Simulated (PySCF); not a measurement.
## Electron correlation in S²⁺ (sulfur, charge +2)

[Ne] 3s2 3p2, high-spin 3P determinant. All numbers are calculated (PySCF 2.14, scalar relativity by spin-free X2C-1e, in x2c-TZVPPall with one added diffuse shell each of s, p, d type (6s6p4d1f, 51 functions)). Frozen: [Ne]; 4 electrons correlated.

```tsv
level	correlation energy (mhartree)
CCSD	-89.24
(T)	-2.16
CCSD(T)	-91.40
```

Diagnostics: T1 = 0.0085, D1 = 0.0219, largest double amplitude 0.104.

Cost of the coupled-cluster step: about 1 core-seconds, for 4 correlated electrons.
